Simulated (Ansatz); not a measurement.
```yaml
crystal:
  periodic: [false, false, false]
  atoms:
    - {symbol: C, position_ang: [-1.171610, 0.239619, 0.108098]}
    - {symbol: Ga, position_ang: [-0.009155, 0.163772, -0.091934]}
    - {symbol: C, position_ang: [0.871091, 0.537446, 0.599610]}
    - {symbol: O, position_ang: [0.151529, -1.349021, -0.000996]}
    - {symbol: S, position_ang: [0.288309, 0.045449, -1.661191]}
    - {symbol: H, position_ang: [-1.547737, 0.020654, 0.706589]}
    - {symbol: H, position_ang: [-1.593118, 1.009081, 0.072224]}
    - {symbol: H, position_ang: [-1.769274, -0.114583, -0.335151]}
    - {symbol: H, position_ang: [1.667896, 0.266402, 0.453104]}
    - {symbol: H, position_ang: [0.735681, 0.503434, 1.437212]}
    - {symbol: H, position_ang: [0.967799, 1.377465, 0.604258]}
    - {symbol: H, position_ang: [-0.372308, -1.428947, 0.084987]}
    - {symbol: H, position_ang: [0.249278, -1.404367, -0.666105]}
    - {symbol: H, position_ang: [1.261217, 0.157278, -1.556634]}
basis:
  gaussian: {orbitals: def2-mTZVP}
hamiltonian: {xc: {name: wPBEh}}
```

```sh
$ ansatz run in.yaml --threads 4 --pin off --events-out ev --progress --plain --max-ram 11315MiB
```

Shortened log:

```
Functional definition: wPBEh
1559 factors; their error is unknown
123 factors; integrals over basis functions are off by at most 2.5e-7 eV
mean field evaluation 1: about -67341.5416 eV, gradient 1.5e2 eV
mean field evaluation 2: about -67277.5254 eV, gradient 2.1e2 eV
mean field evaluation 4: about -67376.1811 eV, gradient 2.0e1 eV
mean field evaluation 8: about -67376.5548 eV, gradient 3.1e-1 eV
mean field evaluation 16: about -67376.8123 eV, gradient 3.0e-4 eV
mean field -67376.81228168 eV, -2476.0521817080 hartree, gradient 1.6e-5 eV, S^2 0.000000; 0 other end points of the search recorded, 0 dependent functions left out
reference -67376.81232070 eV, -2476.0521831419 hartree; 38, 38 occupied and 109, 109 virtual orbitals, 1559 factors
Total energy: -67376.81232070 eV, -2476.0521831419 hartree
```

**Question.** Something in this input is off. What?

**Answer.** The geometry is squeezed to about two thirds of its size. Self-consistency was reached. The result belongs to that input, not to the molecule as meant.
